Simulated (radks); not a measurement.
The numbers below are computed, except where a source is named.
Task: Code: a radial shooting solver on a logarithmic mesh with Libxc functionals. Model: scalar-relativistic Kohn-Sham, LDA (Slater exchange, Perdew-Wang correlation), spin-polarised, spherical densities, finite nucleus; open shells are filled with parallel spins first (spin-orbit coupling, left out, can overturn this in heavy ions); Fermi nuclear charge, rms radius of each element as measured or else 0.836 A^(1/3) + 0.57 fm. Response by self-consistent Sternheimer equations with the Hartree and adiabatic LDA kernel, the relativistic mass of each level held fixed and spin-orbit coupling left out. For heavy and open-shell atoms this level of theory can miss by tens of per cent. Estimate the static dipole polarisabilities of In+ ([Kr] 4d10 5s2) and H (1s1) and the C6 coefficients of the three pairs.

Result: alpha = 22.77 and 6.060 bohr^3; C6 = 155.4 (In+-In+), 38.53 (In+-H), 9.819 (H-H) hartree bohr^6.
